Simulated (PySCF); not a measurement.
**Working with the constants of MnP**

PBE0 constants of MnP, ⁷Π (septet), unpaired electrons σ ↑, π ↑↑↑, δ ↑↑, a second solution, started from another occupation (Mn def2-TZVPP, P def2-TZVPP; no relativity (PySCF 2.14); masses 54.9380 and 30.9738 u):

- ωe: 400.0 cm⁻¹
- ωexe: 1.58 cm⁻¹
- Be: 0.17026 cm⁻¹
- αe: 0.000890 cm⁻¹

Question: What force constant and bond length do these constants imply?

Answer: Reduced mass μred = 19.807 u; k = 5.8918×10⁻⁷·μred·ωe² (u, cm⁻¹, mdyn/Å) = 1.87 mdyn/Å; Re = √(16.8576/(μred·Be)) (u, cm⁻¹, Å) = 2.236 Å.

Question: Estimate the centrifugal constant D from the Kratzer relation and find the Dunham coefficient a1.

Answer: D = 4Be³/ωe² = 1.23e-07 cm⁻¹; a1 = −1 − αeωe/(6Be²) = -3.05.
